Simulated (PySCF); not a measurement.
An unknown is described by computed data only.

Formula: CH5BO3.

| Property | Result |
| --- | --- |
| XPS | B1s 197.3, C1s 292.1, O1s 539.2, O1s 539.2 (×2) eV [ΔSCF SCAN, pcX-2 on the ionised atom, pcseg-1 elsewhere, spin-free X2C] |
| Triplet | lowest triplet excitation (Tamm–Dancoff): 6.33 eV [TDA CAM-B3LYP/def2-SVPD] |
| 13C NMR | chemical shifts (computed TMS as zero) by class: 52.8 (1 C) ppm [GIAO PBE0/pcSseg-1] |
| Rotational structure | rotational constants A, B, C: 9.263, 3.665, 2.707 GHz [PBE0-D3(BJ)/def2-SVP] |
| Valence photoelectron | vertical ionisation energy: 10.66 eV [ΔSCF CAM-B3LYP/def2-SVPD] |
| UV, first state | lowest singlet excitation: 6.63 eV (187 nm, f = 0.002) [TDDFT CAM-B3LYP/def2-SVPD] |
| NMR, other nuclei | isotropic shieldings of nuclei other than C and H, by class: 69 (1 B), 208 (2 O), 326 (1 O) ppm [GIAO PBE0/pcSseg-1] |
| 1H NMR | chemical shifts (computed TMS as zero) by class: 4.45 (2 H), 3.10 (2 H), -0.59 (1 H) ppm [GIAO PBE0/pcSseg-1] |

Gas-phase values; electronic properties from PySCF, density fitting. Levels stand in brackets. Geometry: PBE0-D3(BJ)/def2-SVP, one conformer, isolated molecule. NMR classes are plain means over equivalent atoms (diastereotopic ones count apart unless rotation or inversion swaps them), as if these changed places fast.

Q: Give a SMILES that accounts for the data.

A: Numbering: `[OH:1][CH2:2][B:3]([OH:4])[OH:5]`. The one carbon: carbinol carbon (C–OH) [C2] (52.8 ppm). Hydrogen classes from least to most shielded: 2 H on 2 boron-bound oxygens, O4/O5 (4.45 ppm, a mean of values up to 2.6 ppm apart in this geometry), 2 H on a carbinol carbon (C–OH), C2 (3.10 ppm), 1 H on an alcohol oxygen, O1 (-0.59 ppm). The other shieldings belong to: 69 ppm, three-coordinate boron [B3]; 208 ppm, boron-bound oxygen [O4/O5]; 326 ppm, alcohol oxygen [O1]. The core levels belong to: B1s 197.3 eV, three-coordinate boron [B3]; C1s 292.1 eV, carbinol carbon (C–OH) [C2]; O1s 539.2 eV, alcohol oxygen [O1]; O1s 539.2 eV, boron-bound oxygen [O4/O5]. One atom of each topological class was ionised and stands for its class. The first electron is taken from the HOMO, whose largest Löwdin shares are 0.43 on the alcohol oxygen, 0.21 on the carbinol carbon (C–OH), 0.13 on the three-coordinate boron and 0.08 on a boron-bound oxygen. By its constants the optimised geometry is an asymmetric top. Structure: `OCB(O)O`. The assignments are read from this structure; whether some other isomer fits the data as well wasn't checked.

Conformer computed: `[OH:1][CH2:2][B:3]([OH:4])[OH:5]`: O1–C2–B3–O4 -171°, H–O1–C2–B3 81°, H–O4–B3–C2 2°, H–O5–B3–C2 2°.
